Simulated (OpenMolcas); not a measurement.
What dynamic correlation does to the levels of Mo V

```json
{
  "Program": "OpenMolcas 26.06",
  "Basis": "ANO-RCC-VQZP [8s7p5d3f2g1h]",
  "Scalar Hamiltonian": "DKH2, point nucleus",
  "Active space": "2 electrons in 10 orbitals (4d 5d)",
  "State averaging": "2S+1 = 3 even, 10 roots; 2S+1 = 1 even, 15 roots",
  "Spin-orbit coupling": "state interaction with AMFI integrals over the reference wave functions, term energies averaged over their components"
}
```

Methods on the same reference wave functions:
A. CASSCF
B. SS-CASPT2, IPEA 0.25 Eh, imaginary shift 0.1 Eh (closed shells correlated: 4s 4p)

Energies in cm⁻¹ above 4d² ³F₂, the measured ground level; measured values from Sugar and Musgrove, J. Phys. Chem. Ref. Data 17, 155 (1988).

| Level | A | B | Measured |
| --- | --- | --- | --- |
| 4d² ³F₂ | 0.0 | 0.0 | 0.0 |
| 4d² ³F₃ | 1466 | 1509 | 1578 |
| 4d² ³F₄ | 3184 | 3220 | 3357 |
| 4d² ¹D₂ | 12685 | 9850 | 10190 |
| 4d² ³P₀ | 13787 | 11730 | 11161 |
| 4d² ³P₁ | 14367 | 12340 | 11807 |
| 4d² ³P₂ | 15860 | 13680 | 13408 |
| 4d² ¹G₄ | 19163 | 16550 | 16354 |
| 4d² ¹S₀ | 44628 | 38070 | 37738 |

Deviations, from unrounded energies. A percentage is the sum of absolute deviations over the sum of measured energies, with the sign that they share, or ± where signs differ.

```json
{"Against measurement": "mean absolute deviation (cm-1)", "Levels": "8", "A": "2500", "B": "310"}
{"Against measurement": "fine structure of the ground term (%)", "Levels": "2", "A": "-5.8", "B": "-4.2"}
{"Against measurement": "other terms of the ground configuration (%)", "Levels": "6", "A": "+19.7", "B": "±2.2"}
```

B lies closest to measurement on these levels. The largest miss of B in the table is 4d² ³P₀, by +570 cm-1. The ranking rests on the paired levels alone, and a cruder setting can come out closer through cancelling errors.

From A to B the spin-free energies of the other terms of 4d² shown, above ³F, scale by factors of 0.73 to 0.84, as is usual when dynamic correlation screens the repulsion within a d or f shell.

The lowest spin-free term lies below A's lowest term by 0.294 hartree in B.

CASPT2 does not keep the components of a term degenerate, so their means are used; among the terms shown or strongly mixed into the levels shown the widest spread is 670 cm-1 (4d² ³F, B). Active for correlation alone: 5d; no level in the range computed is led by a configuration that fills it, so any true level of that kind is missing. Without dynamic correlation excited terms often stand tens of per cent too high (terms of higher spin than the ground term too low), and those without a measured partner can miss by more than the paired ones (holds for A). Computed and measured levels are paired by configuration, term and J; levels that our copy of the source lacks, or whose pairing is in doubt (as where it misses far off the trend of its configuration), stay unpaired and out of the deviations. Levels of configurations outside the active space are missing.
